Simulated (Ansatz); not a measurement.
H5SbSi, SMILES `[SiH3][SbH2]`. Total charge 0; spin multiplicity 1. Sb: def2 effective core potential. Geometry: relaxed with PBE0-D4/def2-TZVP.

```xyz
7

Si    0.292    0.205   -0.883
Sb   -0.302   -1.179    1.205
H    -0.536   -0.273   -2.021
H     1.724   -0.022   -1.211
H     0.063    1.660   -0.693
H    -1.767   -0.319    1.394
H     0.527   -0.072    2.209
```

What is the dipole moment at r2SCAN/def2-TZVPP? (Estimate.)

Ansatz gave: 0.17 D, with components (0.03, -0.16, -0.04) D in this frame, pointing from negative to positive charge.

And with PBE, B3LYP, ωB97M-V? (Estimate.)

Computed: PBE 0.23 D, B3LYP 0.28 D, ωB97M-V 0.20 D.

Give the Mulliken charges with r2SCAN, ωB97M-V, B3LYP in def2-TZVPP. (Estimate.)

Computed: 
```
atom  r2SCAN  ωB97M-V  B3LYP
 Si1    0.14     0.04   0.11
 Sb2    0.21     0.12   0.24
  H3   -0.06    -0.02  -0.06
  H4   -0.06    -0.02  -0.06
  H5   -0.06    -0.01  -0.05
  H6   -0.09    -0.06  -0.09
  H7   -0.09    -0.06  -0.09
```

B3LYP here is the variant with VWN-RPA as its local correlation; programs differ in this.
